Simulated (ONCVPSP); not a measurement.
Pseudopotential generation for Sm (Z = 62): ONCV, PBE, scalar-relativistic.

ONCVPSP 4.0.1 input, shortened (lines: element, Z, core and valence counts, functional; n l f; lmax; l rc ep ncon nbas qcut; lloc lpopt rc5 dvloc0; l nproj debl; icmod fcfact rcfact), PBE, scalar-relativistic:

```
  Sm 62.00   10    3        4      upf
    1    0    2.00
    2    0    2.00
    2    1    6.00
    3    0    2.00
    3    1    6.00
    3    2   10.00
    4    0    2.00
    4    1    6.00
    4    2   10.00
    4    3    6.00
    5    0    2.00
    5    1    6.00
    6    0    2.00
    2
    0    2.60    0.00    5    8    4.40
    1    2.20    0.00    5    8    5.80
    2    2.05    0.07    4    7    4.70
    4    5    1.80    3.00
    0    2    0.40
    1    1    1.80
    2    1    1.20
    0    0.00    0.00
```

In the d channel the program set the typed energies aside and used 0.050 Ha.

Results:

| Property | Result |
| --- | --- |
| Cutoffs needed | 13 Ha and 17 Ha (the cutoffs (Ha) at which the residual kinetic energy of the hardest occupied pseudo-wave falls to 1 and 0.1 mHa per electron) |
| Ghost test | no bound ghost flagged; no localised positive-energy state flagged |
| Configuration tests | tests left out (the all-electron energies of this program are off by 10 to 40 meV for near-neutral 4f atoms) |

Generation and tests took about 4.3 s on one core of a shared server CPU.
